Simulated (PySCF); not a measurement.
PySCF 2.14 output of an unrestricted LDA calculation on a single atom or ion in def2-TZVPPD (6s6p4d2f1g, 67 functions), with no relativity, point nucleus:

```
SCF conv_tol = 1e-09
number electrons alpha = 14  beta = 11
    P. A. M. Dirac.,  Math. Proc. Cambridge Philos. Soc. 26, 376 (1930)
    F. Bloch.,  Z. Phys. 57, 545 (1929)
    S. H. Vosko, L. Wilk, and M. Nusair.,  Can. J. Phys. 58, 1200 (1980)
cycle= 1 E= -1260.87643435436  delta_E= -0.00264  |g|= 0.261  |ddm|= 0.216
cycle= 2 E= -1260.81556079062  delta_E= 0.0609  |g|= 0.625  |ddm|= 0.274
cycle= 3 E= -1260.89188641695  delta_E= -0.0763  |g|= 0.0389  |ddm|= 0.176
cycle= 4 E= -1260.89227503894  delta_E= -0.000389  |g|= 0.00239  |ddm|= 0.0151
cycle= 5 E= -1260.89227620673  delta_E= -1.17e-06  |g|= 0.000132  |ddm|= 0.000724
cycle= 6 E= -1260.89227621142  delta_E= -4.69e-09  |g|= 2.31e-05  |ddm|= 8.98e-05
cycle= 7 E= -1260.89227621166  delta_E= -2.4e-10  |g|= 3.58e-06  |ddm|= 6.78e-05
converged SCF energy = -1260.89227621166  <S^2> = 3.7537008  2S+1 = 4.00185
```

The run itself started from symmetry-adapted Hartree-Fock orbitals and held the occupation by maximum overlap, on a logarithmic radial grid, so the iterations belong to that start.

Task: Which element, charge and spin multiplicity is this?

Result: Fe⁺ (iron, charge +1), multiplicity 4; the state was [Ar] 3d7, high-spin 4F determinant (an excited configuration).
